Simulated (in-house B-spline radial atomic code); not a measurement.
A fraction x of an electron is removed from 3p in Se, starting from [Ar] 3d10 4s2 4p4 and keeping the highest spin. Method: scalar-relativistic (X2C) SCAN, spin-polarised, spherical fractional occupations, Fermi nucleus of rms radius 4.14 fm. Calculated with a B-spline radial code for spherical atoms.

```tsv
x	E(x) - E(0) (eV)	3p down level (eV)
0	0.0000	-156.552
0.09	14.1736	-158.420
0.17	26.9143	-160.100
0.27	43.0303	-162.225
0.41	65.9527	-165.245
0.5	?	?
0.56	90.9854	-168.533
0.74	?	?
0.8	132.0747	-173.897
0.96	160.1886	-177.533
1	167.3082	-178.449
```

(1) What belongs in the row x = 0.5?

(2) What belongs in the row x = 0.74?

(3) Check Janak's theorem between x = 0.09 and 0.17.

Results:

(1) An energy change of 80.9131 eV; 3p down at -167.212 eV.

(2) An energy change of 121.6815 eV; 3p down at -172.546 eV.

(3) The slope of the energy is 159.26 eV; the orbital levels give 159.26 eV (-ε of the emptying orbital, averaged over the two points).
